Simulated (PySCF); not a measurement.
wavenumber (cm⁻¹), absorption (km/mol per cm⁻¹) and a bar:
```
        0      0.007 
        9      0.009 
       17      0.011 
       26      0.014 
       35      0.019 
       44      0.028 
       52      0.043 
       61      0.075 #
       70      0.161 ##
       78      0.496 ######
       87      1.134 ##############
       96      0.355 ####
      105      0.129 ##
      113      0.064 #
      122      0.038 
      131      0.026 
      139      0.019 
      148      0.014 
      157      0.012 
      166      0.010 
      174      0.008 
      183      0.008 
      192      0.007 
      200      0.006 
      209      0.006 
      218      0.006 
      227      0.006 
      235      0.006 
      244      0.006 
      253      0.006 
      262      0.007 
      270      0.007 
      279      0.008 
      288      0.009 
      296      0.009 
      305      0.011 
      314      0.012 
      323      0.014 
      331      0.017 
      340      0.020 
      349      0.025 
      357      0.031 
      366      0.041 
      375      0.057 #
      384      0.083 #
      392      0.133 ##
      401      0.247 ###
      410      0.582 #######
      418      1.988 #########################
      427      2.430 ##############################
      436      0.692 ########
      445      0.278 ###
      453      0.146 ##
      462      0.089 #
      471      0.060 #
      479      0.043 
      488      0.032 
      497      0.025 
      506      0.020 
      514      0.017
```

This is the computed harmonic infrared spectrum of singlet CdCl₂, Lorentzian lines of 13 cm⁻¹ full width. Method: PySCF, PBE0, basis Cd def2-TZVP with ECP28, Cl def2-TZVP (scalar-relativistic core potentials, no spin–orbit coupling, density fitting).

Task: Which bands make it up, and how are they assigned?

Result: In D∞h symmetry, counting bands above 1 % of the strongest: 86 cm⁻¹ (πu, bend, 24 km/mol); 423 cm⁻¹ (σu+, stretch, 65 km/mol).

Stability towards spin polarisation was not tested.
